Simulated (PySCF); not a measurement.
CCl₂F₃In, SMILES [C](F)(F)([In]([Cl])[Cl])F.

Geometry optimised at B3LYP-D3(BJ)/def2-SVP. The structure was generated by enumeration; whether it is a known compound was not checked. The def2 effective core potentials stand for the cores of In; spin–orbit coupling is left out.

Calculation: TDA-PBE/def2-SVPD in PySCF.

Vertical excitations. Gas-phase values at a fixed geometry.

Computed excitation energies, oscillator strengths and character:
```
state  energy (eV)  λ (nm)      f                                            main pairs
-----  -----------  ------  -----  ----------------------------------------------------
S1            4.39     283  0.014                                      HOMO−1→LUMO 97 %
S2            4.47     277  0.000                                     HOMO−2→LUMO 100 %
S3            4.54     273  0.047                      HOMO→LUMO 73 %, HOMO−4→LUMO 26 %
S4            4.81     258  0.009                    HOMO−3→LUMO 74 %, HOMO→LUMO+1 26 %
S5            4.87     255  0.014                    HOMO→LUMO+1 72 %, HOMO−3→LUMO 25 %
S6            4.91     253  0.000                                   HOMO−1→LUMO+1 100 %
S7            5.25     236  0.012                  HOMO−2→LUMO+1 83 %, HOMO−5→LUMO 16 %
S8            5.55     223  0.023                  HOMO−3→LUMO+1 69 %, HOMO−4→LUMO 23 %
S9            5.73     216  0.010                                    HOMO−4→LUMO+1 97 %
S10           6.11     203  0.422  HOMO−4→LUMO 44 %, HOMO−3→LUMO+1 24 %, HOMO→LUMO 17 %
T1            3.80     326      0                                        HOMO→LUMO 97 %
T2            4.06     305      0                                     HOMO−1→LUMO 100 %
T3            4.21     295      0                                     HOMO−2→LUMO 100 %
T4            4.49     276      0                                     HOMO−3→LUMO 100 %
```
Triplets are in the Tamm–Dancoff approximation.
